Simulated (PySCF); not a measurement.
Isomers of C7H11FN2.

All values: PBE0/pcSseg-1 (PySCF) at GFN2-xTB geometries, gas phase, one conformer each.

Question: Rank by HOMO energy, lowest first.
A. `[CH3:1][CH2:2][CH2:3][n:4]1[cH:5][c:6]([F:7])[c:8]([CH3:9])[n:10]1` with C1–C2–C3–N4 -66°, C2–C3–N4–C5 102°
B. `[CH3:1][C@@H:2]([NH2:3])[C@@H:4]1[CH2:5][C@H:6]([C:7]#[N:8])[C@H:9]1[F:10]` with C1–C2–N3–H 61° and -179°, C1–C2–C4–C5 174°, C2–C4–C5–C6 -132°, C4–C5–C6–C7 130°, C5–C6–C9–F10 -130°, C2–C4–C9–C6 132°
C. `[CH3:1][CH2:2][c:3]1[cH:4][c:5]([F:6])[n:7][n:8]1[CH2:9][CH3:10]` with C1–C2–C3–C4 90°, N7–N8–C9–C10 88°
D. `[CH3:1][C:2]1=[N:3][N:4]([CH:5]2[CH2:6][CH2:7]2)[CH2:8][C@@H:9]1[F:10]` with N3–N4–C5–C6 66°
E. `[CH3:1]/[N:2]=[CH:3]\[C:4]1=[C:5]([F:6])[N:7]([CH3:8])[CH2:9][CH2:10]1` with N2–C3–C4–C5 -179°, C4–C5–N7–C8 -160°, C5–N7–C9–C10 15°, N7–C9–C10–C4 -14°, C3–C4–C10–C9 -173°

Answer: B (-7.16 eV), C (-6.89 eV), A (-6.74 eV), D (-6.05 eV), E (-5.57 eV).

Question: Rank by HOMO–LUMO gap, lowest first.
A. `[CH3:1]/[N:2]=[CH:3]\[C:4]1=[C:5]([F:6])[N:7]([CH3:8])[CH2:9][CH2:10]1` with N2–C3–C4–C5 -179°, C4–C5–N7–C8 -160°, C5–N7–C9–C10 15°, N7–C9–C10–C4 -14°, C3–C4–C10–C9 -173°
B. `[CH3:1][C:2]1=[N:3][N:4]([CH:5]2[CH2:6][CH2:7]2)[CH2:8][C@@H:9]1[F:10]` with N3–N4–C5–C6 66°
C. `[CH3:1][CH2:2][CH2:3][n:4]1[cH:5][c:6]([F:7])[c:8]([CH3:9])[n:10]1` with C1–C2–C3–N4 -66°, C2–C3–N4–C5 102°
D. `[CH3:1][C@@H:2]([NH2:3])[C@@H:4]1[CH2:5][C@H:6]([C:7]#[N:8])[C@H:9]1[F:10]` with C1–C2–N3–H 61° and -179°, C1–C2–C4–C5 174°, C2–C4–C5–C6 -132°, C4–C5–C6–C7 130°, C5–C6–C9–F10 -130°, C2–C4–C9–C6 132°
E. `[CH3:1][CH2:2][c:3]1[cH:4][c:5]([F:6])[n:7][n:8]1[CH2:9][CH3:10]` with C1–C2–C3–C4 90°, N7–N8–C9–C10 88°

Answer: A (5.26 eV), B (6.13 eV), C (7.08 eV), E (7.27 eV), D (7.57 eV).

Question: Rank by dipole moment, lowest first.
A. `[CH3:1][CH2:2][c:3]1[cH:4][c:5]([F:6])[n:7][n:8]1[CH2:9][CH3:10]` with C1–C2–C3–C4 90°, N7–N8–C9–C10 88°
B. `[CH3:1][C:2]1=[N:3][N:4]([CH:5]2[CH2:6][CH2:7]2)[CH2:8][C@@H:9]1[F:10]` with N3–N4–C5–C6 66°
C. `[CH3:1][C@@H:2]([NH2:3])[C@@H:4]1[CH2:5][C@H:6]([C:7]#[N:8])[C@H:9]1[F:10]` with C1–C2–N3–H 61° and -179°, C1–C2–C4–C5 174°, C2–C4–C5–C6 -132°, C4–C5–C6–C7 130°, C5–C6–C9–F10 -130°, C2–C4–C9–C6 132°
D. `[CH3:1]/[N:2]=[CH:3]\[C:4]1=[C:5]([F:6])[N:7]([CH3:8])[CH2:9][CH2:10]1` with N2–C3–C4–C5 -179°, C4–C5–N7–C8 -160°, C5–N7–C9–C10 15°, N7–C9–C10–C4 -14°, C3–C4–C10–C9 -173°
E. `[CH3:1][CH2:2][CH2:3][n:4]1[cH:5][c:6]([F:7])[c:8]([CH3:9])[n:10]1` with C1–C2–C3–N4 -66°, C2–C3–N4–C5 102°
F. `[CH3:1][NH:2][CH2:3][C@@H:4]1[CH2:5][C@H:6]([C:7]#[N:8])[C@H:9]1[F:10]` with C1–N2–C3–C4 -178°, N2–C3–C4–C5 -78°, C3–C4–C5–C6 -132°, C4–C5–C6–C7 130°, C5–C6–C9–F10 -130°, C3–C4–C9–C6 133°

Answer: B (1.39 D), E (2.35 D), F (3.71 D), C (3.92 D), A (4.36 D), D (5.30 D).

All values together:

| SMILES | μ (D) | HOMO (eV) | LUMO (eV) | lowest IAO charge (e) | highest IAO charge (e) | lowest Hirshfeld charge (e) | highest Hirshfeld charge (e) |
| --- | --- | --- | --- | --- | --- | --- | --- |
| C[C@@H](N)[C@@H]1C[C@H](C#N)[C@H]1F | 3.92 | -7.16 | 0.40 | -0.572 (N) | +0.241 (H) | -0.232 (N) | +0.107 (H) |
| CCCn1cc(F)c(C)n1 | 2.35 | -6.74 | 0.34 | -0.435 (C) | +0.195 (C) | -0.146 (N) | +0.064 (H) |
| CC1=NN(C2CC2)C[C@@H]1F | 1.39 | -6.05 | 0.08 | -0.436 (C) | +0.166 (H) | -0.125 (F) | +0.056 (C) |
| CCc1cc(F)nn1CC | 4.36 | -6.89 | 0.38 | -0.426 (C) | +0.364 (C) | -0.175 (N) | +0.097 (C) |
| CNC[C@@H]1C[C@H](C#N)[C@H]1F | 3.71 | -6.82 | 0.46 | -0.409 (N) | +0.235 (H) | -0.230 (N) | +0.106 (H) |
| C/N=C\C1=C(F)N(C)CC1 | 5.30 | -5.57 | -0.31 | -0.320 (N) | +0.398 (C) | -0.189 (N) | +0.141 (C) |

Conformers: `[CH3:1][C@@H:2]([NH2:3])[C@@H:4]1[CH2:5][C@H:6]([C:7]#[N:8])[C@H:9]1[F:10]` with C1–C2–N3–H 61° and -179°, C1–C2–C4–C5 174°, C2–C4–C5–C6 -132°, C4–C5–C6–C7 130°, C5–C6–C9–F10 -130°, C2–C4–C9–C6 132°; `[CH3:1][CH2:2][CH2:3][n:4]1[cH:5][c:6]([F:7])[c:8]([CH3:9])[n:10]1` with C1–C2–C3–N4 -66°, C2–C3–N4–C5 102°; `[CH3:1][C:2]1=[N:3][N:4]([CH:5]2[CH2:6][CH2:7]2)[CH2:8][C@@H:9]1[F:10]` with N3–N4–C5–C6 66°; `[CH3:1][CH2:2][c:3]1[cH:4][c:5]([F:6])[n:7][n:8]1[CH2:9][CH3:10]` with C1–C2–C3–C4 90°, N7–N8–C9–C10 88°; `[CH3:1][NH:2][CH2:3][C@@H:4]1[CH2:5][C@H:6]([C:7]#[N:8])[C@H:9]1[F:10]` with C1–N2–C3–C4 -178°, N2–C3–C4–C5 -78°, C3–C4–C5–C6 -132°, C4–C5–C6–C7 130°, C5–C6–C9–F10 -130°, C3–C4–C9–C6 133°; `[CH3:1]/[N:2]=[CH:3]\[C:4]1=[C:5]([F:6])[N:7]([CH3:8])[CH2:9][CH2:10]1` with N2–C3–C4–C5 -179°, C4–C5–N7–C8 -160°, C5–N7–C9–C10 15°, N7–C9–C10–C4 -14°, C3–C4–C10–C9 -173°.
